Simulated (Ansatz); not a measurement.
Geometry optimisation, Ansatz 0.2.0, RHF/def2-SVP.

Input:

```yaml
crystal:
  periodic: [false, false, false]
  atoms:
    - { symbol: Sn, position_ang: [0.0, 0.0, 0.0] }
    - { symbol: H, position_ang: [0.0, 0.0, 1.74] }
    - { symbol: Cl, position_ang: [2.2726, 0.0, -0.8025] }
    - { symbol: O, position_ang: [-0.9232, 1.5994, -0.6527] }
    - { symbol: H, position_ang: [-1.881, 1.3686, -0.8751] }
    - { symbol: C, position_ang: [-1.0126, -1.7544, -0.716] }
    - { symbol: H, position_ang: [-1.5123, -2.2661, 0.1329] }
    - { symbol: H, position_ang: [-1.7727, -1.4617, -1.4701] }
    - { symbol: H, position_ang: [-0.2768, -2.4431, -1.1811] }
basis:
  gaussian: { orbitals: def2-SVP }
hamiltonian:
  xc: hf
relax:
  f_tol: 0.02
  max_steps: 40
```

Launched with:

```bash
$ ansatz run input.yaml --threads 1 --pin off --max-ram 2048MiB --backend cpu --events-out ev --progress --plain --runs-dir out
```

Where does it end, and by what steps?

The run converged. The force dipped under the threshold on the way, but the program's further checks kept it going. After 31 steps the energy has fallen by 0.361 eV; H5 moved furthest, 1.19 Å.

```tsv
step	energy less start (eV)	largest force component (eV/Å)	accepted
0	0.0000	2.944	yes
2	-0.2212	1.558	yes
4	-0.2274	1.167	no
6	-0.3211	0.103	yes
8	-0.3321	0.161	yes
10	-0.3376	0.037	yes
12	-0.3388	0.040	yes
14	-0.3398	0.392	no
16	-0.3419	0.056	yes
18	-0.3431	0.291	yes
20	-0.3457	0.321	yes
22	-0.3483	0.110	yes
24	-0.3567	0.084	yes
26	-0.3593	0.056	yes
28	-0.3387	1.450	no
30	-0.3605	0.085	yes
31	-0.3606	0.019	yes
```

```xyz
9
Properties=species:S:1:pos:R:3
Sn -0.175 -0.100 -0.018
H 0.159 0.122 1.636
Cl 1.883 0.242 -1.134
O -1.373 1.312 -0.653
H -1.070 2.207 -0.663
C -1.022 -1.951 -0.661
H -1.675 -2.357 0.111
H -1.603 -1.767 -1.563
H -0.230 -2.666 -0.879
```

The run took 77 s on 1 thread of Arm Neoverse V2 (shared host), peak memory 0.2 GiB.
